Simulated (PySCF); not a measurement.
**Chlorine: a sound run and one with changed settings**

Sound run: Cl⁺ [Ne] 3s2 3p4, Cl²⁺ [Ne] 3s2 3p3. Calculation: PySCF 2.14, in x2c-TZVPall (5s5p2d1f, 37 functions); scalar relativity by spin-free X2C-1e. In the sound run the correlated levels freeze [Ne]. The sound run starts from symmetry-adapted Hartree-Fock orbitals and uses a fine grid where one is needed.

Changed run: initial guess minao, at most 50 SCF cycles, level shift 0.5 hartree.

| species | method | sound run (hartree) | changed run (hartree) | converged |
| --- | --- | --- | --- | --- |
| Cl⁺ | UHF | -460.45561 | -460.45561 | yes |
| Cl⁺ | TPSS | -461.11322 | -461.11322 | yes |
| Cl⁺ | M06-2X | -461.08624 | -461.08624 | yes |
| Cl⁺ | MP2 | -460.57638 | -460.54609 | yes |
| Cl⁺ | CCSD(T) | -460.60619 | -460.60619 | yes |
| Cl²⁺ | UHF | -459.62612 | -459.62612 | yes |
| Cl²⁺ | TPSS | -460.23503 | -460.23503 | yes |
| Cl²⁺ | M06-2X | -460.21120 | -460.21120 | yes |
| Cl²⁺ | MP2 | -459.71912 | -459.69518 | yes |
| Cl²⁺ | CCSD(T) | -459.74386 | -459.74386 | yes |

Ionisation energy of Cl⁺:

```tsv
method	sound run (eV)	changed run (eV)
UHF	22.572	22.572
TPSS	23.897	23.897
M06-2X	23.811	23.811
MP2	23.327	23.154
SCS-MP2	23.405	23.223
CCSD	23.436	23.436
CCSD(T)	23.465	23.465
```

A level shift leaves the converged SCF energy unchanged but raises the virtual orbital energies, which shrinks MP2 if it is not removed.

For comparison, NIST gives 23.814 eV between the lowest levels.
